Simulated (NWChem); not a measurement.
All runs are NWChem calculations. System: MgO, charge 0, spin multiplicity 1, at a geometry optimised with PBE0/def2-SVP. The structure started from a generated list of species.

The NWChem input:

```
start mol
memory heap 100 mb stack 700 mb global 1900 mb
geometry units angstroms nocenter noautoz
  Mg     0.000000     0.000000     0.699045
  O      0.000000     0.000000    -1.048568
  symmetry group C2v
end
basis spherical
  * library aug-cc-pvdz
end
scf
  rhf
  nopen 0
  maxiter 100
  thresh 1e-7
  semidirect memsize 60000000 filesize 0
end
tce
  freeze core 6
  ccsd
  thresh 1e-6
  tilesize 24
end
set tce:lineresp T
set tce:afreq 0.0428
set tce:respaxis T T T
task tce energy
```

The output up to the point where the run's verdict is printed (cleaned and shortened):

```
             Northwest Computational Chemistry Package (NWChem) 7.3.0
             --------------------------------------------------------

                                NWChem Input Module
                                -------------------

 Scaling coordinates for geometry "geometry" by  1.889725989
 (inverse scale =  0.529177249)

 Turning off AUTOSYM since
 SYMMETRY directive was detected!

                             Geometry "geometry" -> ""
                             -------------------------

 Output coordinates in angstroms (scale by  1.889725989 to convert to a.u.)

  No.       Tag          Charge          X              Y              Z
 ---- ---------------- ---------- -------------- -------------- --------------
    1 Mg                  12.0000     0.00000000     0.00000000     0.69904500
    2 O                    8.0000     0.00000000     0.00000000    -1.04856800

 Effective nuclear repulsion energy (a.u.)      29.0688017908

            Nuclear Dipole moment (a.u.)
            ----------------------------
        X                 Y               Z
 ---------------- ---------------- ----------------
     0.0000000000     0.0000000000    -0.0000075589

      Symmetry information
      --------------------

 Group name             C2v
 Group number             16
 Group order               4
 No. of unique centers     2

      Symmetry unique atoms

     1    2


 Summary of "ao basis" -> "" (spherical)
 ------------------------------------------------------------------------------
       Tag                 Description            Shells   Functions and Types
 ---------------- ------------------------------  ------  ---------------------
 *                        aug-cc-pvdz                 on all atoms

 Summary of "ao basis" -> "ao basis" (spherical)
 ------------------------------------------------------------------------------
       Tag                 Description            Shells   Functions and Types
 ---------------- ------------------------------  ------  ---------------------
 Mg                       aug-cc-pvdz               11       27   5s4p2d
[...]
   19          0.3323439359385     0.3     0.3
   20          0.3248598190406     0.3     0.3
   21          0.2282277229865     0.3     0.3
   22          0.2405575567393     0.3     0.3
   23          0.1928040695837     0.3     0.3
   24          0.2031260836827     0.3     0.3
   25          0.1962886829193     0.3     0.3
   26          0.1546113520086     0.3     0.3
   27          0.1537852807177     0.3     0.3
   28          0.1407219314657     0.3     0.3
   29          0.1503455168967     0.3     0.3
   30          0.1500964652535     0.3     0.3
   31          0.1310487218524     0.3     0.3
   32          0.1279107056943     0.3     0.3
   33          0.1222863587944     0.3     0.3
   34          0.1236013510314     0.3     0.3
   35          0.1263994029548     0.3     0.3
   36          0.0525236569257     0.3     0.3
   37          0.0355159108666     0.3     0.3
   38          0.0272678292082     0.3     0.3
   39          0.0300516917210     0.4     0.4
   40          0.0264265332904     0.3     0.3
   41          0.0259050170558     0.3     0.3
   42          0.0269275800399     0.3     0.3
   43          0.0264008789354     0.3     0.3
   44          0.0278961240536     0.3     0.3
   45          0.0282566413466     0.3     0.3
   46          0.0111401524425     0.3     0.3
   47          0.0068781270874     0.3     0.3
   48          0.0056555359341     0.3     0.3
   49          0.0056635136536     0.3     0.3
   50          0.0055142786972     0.3     0.3
   51          0.0054048597315     0.3     0.3
   52          0.0053908824523     0.3     0.3
   53          0.0055048842278     0.3     0.3
   54          0.0056270739835     0.3     0.3
   55          0.0058578400244     0.3     0.3
   56          0.0038266353032     0.3     0.3
   57          0.0035943153380     0.3     0.3
   58          0.0028984543130     0.3     0.3
   59          0.0031791108576     0.3     0.3
   60          0.0029215748197     0.3     0.3
   61          0.0027629474669     0.3     0.3
   62          0.0028222250154     0.3     0.3
   63          0.0027479741201     0.3     0.3
   64          0.0028870689397     0.3     0.3
   65          0.0029238970001     0.3     0.3
   66          0.0023866000940     0.3     0.3
   67          0.0021094297400     0.3     0.3
   68          0.0020109511361     0.4     0.4
   69          0.0020076832484     0.3     0.3
   70          0.0020564503094     0.3     0.3
   71          0.0016794911129     0.3     0.3
   72          0.0017235306721     0.3     0.3
   73          0.0015484175544     0.3     0.3
   74          0.0016922536785     0.4     0.4
   75          0.0016293161116     0.3     0.3
   76          0.0014401497419     0.4     0.4
   77          0.0013547151375     0.3     0.3
   78          0.0012964965941     0.3     0.3
   79          0.0013376096377     0.3     0.3
   80          0.0013468758174     0.3     0.3
   81          0.0010434107018     0.3     0.3
   82          0.0008562083608     0.3     0.3
   83          0.0008491940425     0.4     0.4
   84          0.0008544288887     0.3     0.3
   85          0.0008784394935     0.3     0.3
   86          0.0007011179342     0.3     0.3
   87          0.0006508468794     0.3     0.3
   88          0.0006039964462     0.3     0.3
   89          0.0006273976596     0.3     0.3
   90          0.0006190196897     0.3     0.3
   91          0.0005902435759     0.3     0.3
   92          0.0005557689275     0.3     0.3
   93          0.0005639668581     0.3     0.3
   94          0.0005716533024     0.3     0.3
   95          0.0005920618548     0.3     0.3
   96          0.0003867655155     0.3     0.3
   97          0.0002954936839     0.3     0.3
   98          0.0002771252945     0.3     0.3
   99          0.0002770103954     0.3     0.3
  100          0.0002786123132     0.3     0.3
 ------------------------------------------------------------------------
```

The run did not converge; its last values are not results. The next line reads: ccsd_lr_iter: maxiter exceeded 101. NWChem stopped with the message: ccsd_lr_iter: maxiter exceeded 101.
